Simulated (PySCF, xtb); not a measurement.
benzobisthiadiazole (C6H2N4S2), SMILES c12c(N=S=N2)cc2nsnc2c1.

Harmonic wavenumbers (cm⁻¹) from GFN2-xTB (xtb) at its own minimum, in rising order: 90, 168, 265, 281, 347, 358, 367, 376, 482, 525, 634, 654, 659, 698, 725, 762, 804, 816, 846, 854, 886, 898, 930, 938, 1162, 1172, 1260, 1269, 1293, 1297, 1418, 1505, 1510, 1567, 3127, 3127.

Question: What does B3LYP-D3(BJ)/def2-SVP (PySCF 2.14.0) give at its own minimum? (An estimate is asked for; the answer gives what the named calculation found.)

Answer: 103, 184, 289, 296, 374, 379, 411, 414, 531, 568, 651, 679, 686, 783, 786, 792, 810, 828, 890, 895, 896, 913, 913, 918, 1173, 1203, 1288, 1302, 1344, 1345, 1463, 1523, 1539, 1642, 3235, 3236. Paired by order, the mean absolute difference is 36 cm⁻¹ and the zero-point energies are 48.7 and 50.4 kcal/mol.
